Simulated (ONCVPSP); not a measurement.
What the settings do to the ONCV potential of holmium

Base potential:

* Element: Ho (Z = 67)
* Generator: ONCVPSP 4.0.1
* Type: optimised norm-conserving Vanderbilt (ONCV)
* Functional: PBE
* Relativity: scalar-relativistic
* Frozen core: [Kr] 4d10
* Valence charge: 21
* Reference configuration: 4f11 5s2 5p6 6s2
* Partial waves: 5s+6s: rc 2.05 bohr, ncon 4, nbas 9, qcut 6.6 1/bohr, 2 projectors; 5p: rc 2.05 bohr, ncon 3, nbas 6, qcut 7.7 1/bohr, 2 projectors, debl 2.6 Ha; d scattering state at 0.42 Ha: rc 1.90 bohr, ncon 4, nbas 7, qcut 4.7 1/bohr, 2 projectors, debl 2.5 Ha; 4f: rc 0.70 bohr, ncon 4, nbas 7, qcut 14.5 1/bohr, 2 projectors, debl 3.9 Ha
* Local potential: polynomial inside 0.45 bohr (lpopt 4, dvloc0 -1 Ha)
* Core correction: none

In the d channel the program set the typed energies aside and used 0.050, 2.550 Ha.

All-electron outer shells of the reference configuration (PBE, scalar-relativistic, ld1.x):

```tsv
shell	level (eV)	outermost node (bohr)	outermost maximum (bohr)
5s	-50.38	0.61	1.14
5p	-25.87	0.66	1.29
6s	-3.79	1.55	3.43
4f	-3.14	–	0.53
```

Cutoffs, loose and tight: the cutoffs (Ha) at which the residual kinetic energy of the hardest occupied pseudo-wave falls to 1 and 0.1 mHa per electron. They do not see the model core or the augmentation charge, which bear on the density cutoff. Test errors are all-electron minus pseudo excitation energies from the reference, over the configurations 4f11 5s2 5p6 6s1; 4f11 5s2 5p6 6s0; 4f10 5s2 5p6 6s0; 4f11 5s2 5p6 6s1 6p1. A dash means not determined; rows that change the core or the reference have their own tests.

A true bound ghost makes a file unfit for plane-wave use even where its test errors are small: the radial tests pick states by their node count and pass the ghost by.

```tsv
change	outcome	cutoff, loose	cutoff, tight	bound ghosts	GHOST(+) flags above zero	largest test error (meV)
base	generated, projector energies reset by the program	446 Ha	721 Ha	s, p, d	s, f	tests left out (the all-electron energies of this program are off by 10 to 40 meV for near-neutral 4f atoms)
s: nbas 7	generated, projector energies reset by the program	446 Ha	721 Ha	s, p, d	s, f	tests left out (the all-electron energies of this program are off by 10 to 40 meV for near-neutral 4f atoms)
```

Task: What comes out with this change to the base: local potential polynomial inside 0.60 bohr (lpopt 3, dvloc0 6 Ha)?

Result: outcome: generated, projector energies reset by the program; cutoff, loose: 446 Ha; cutoff, tight: 721 Ha; bound ghosts: s, p; GHOST(+) flags above zero: d, f; largest test error (meV): tests left out (the all-electron energies of this program are off by 10 to 40 meV for near-neutral 4f atoms).

Task: What comes out with this change to the base: core [Kr] 4d10 4f10, valence charge 11; reference 5s2 5p6 5d1 6s2; waves now 5s+6s: rc 2.20 bohr, ncon 4, nbas 8, qcut 6.2 1/bohr, 2 projectors; 5p: rc 1.70 bohr, ncon 4, nbas 8, qcut 5.3 1/bohr, 2 projectors, debl 2.2 Ha; 5d: rc 3.60 bohr, ncon 3, nbas 8, qcut 4 1/bohr, 2 projectors, debl 0.7 Ha; local potential polynomial inside 1.65 bohr (lpopt 5, dvloc0 2 Ha)?

Result: outcome: generated; cutoff, loose: 15 Ha; cutoff, tight: 63 Ha; bound ghosts: none; GHOST(+) flags above zero: s, d; largest test error (meV): -275 over the solved tests; 1 of 4 tests not solved or not reliable.
